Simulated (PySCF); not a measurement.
Geometry:
```csv
atom,x (Å),y (Å),z (Å)
C1,1.359,-1.127,1.884
C2,1.389,0.097,1.350
C3,1.416,0.399,-0.111
Si4,-0.150,1.290,-0.725
Si5,-2.084,0.080,-0.180
C6,-2.194,-0.176,1.701
Cl7,-1.906,1.377,2.547
H8,1.382,-2.025,1.258
H9,1.318,-1.272,2.967
H10,1.361,0.963,2.024
H11,1.537,-0.524,-0.702
H12,2.267,1.058,-0.360
H13,-0.234,2.656,-0.122
H14,-0.067,1.448,-2.212
H15,-2.071,-1.274,-0.827
H16,-3.306,0.807,-0.646
H17,-1.423,-0.882,2.040
H18,-3.180,-0.549,2.012
```

Geometry: PBE0-D3(BJ)/def2-SVP; GIAO absolute shieldings from PySCF, gas phase, non-relativistic, averaged over equivalent atoms.

At PBE0/pcSseg-1 (195 basis functions, 35 s wall time on 1 thread of an Arm Neoverse V1, shared host):
| atoms | σ (ppm) |
| --- | --- |
| C2 | 38.0 |
| C1 | 63.6 |
| C6 | 153.6 |
| C3 | 164.8 |
| Si5 | 411.7 |
| Si4 | 424.7 |
| Cl7 | 902.4 |
| H10 | 24.86 |
| H8 | 25.90 |
| H9 | 26.14 |
| H13/H14 | 27.19 |
| H15/H16 | 27.21 |
| H17/H18 | 28.13 |
| H11/H12 | 29.38 |

**Question.** Estimate the result of repeating the calculation with KT3/pcSseg-1.

**Answer.** 
| atoms | σ at KT3/pcSseg-1 | change |
| --- | --- | --- |
| C2 | 48.0 | +10.0 |
| C1 | 73.0 | +9.4 |
| C6 | 149.9 | -3.7 |
| C3 | 161.3 | -3.5 |
| Si5 | 423.1 | +11.4 |
| Si4 | 435.6 | +10.9 |
| Cl7 | 878.5 | -23.9 |
| H10 | 25.09 | +0.23 |
| H8 | 26.20 | +0.30 |
| H9 | 26.43 | +0.29 |
| H13/H14 | 27.35 | +0.16 |
| H15/H16 | 27.34 | +0.13 |
| H17/H18 | 28.06 | -0.07 |
| H11/H12 | 29.37 | -0.01 |

The largest change is at Cl7 (chlorine bonded to C). Cost: 195 basis functions, 44 s wall time on 1 thread of an Arm Neoverse V1, shared host. The order of the carbon signals is the same at both levels.

Carbons that carry Cl, above all several Cl atoms, come out too deshielded, partly because spin–orbit coupling is missing.
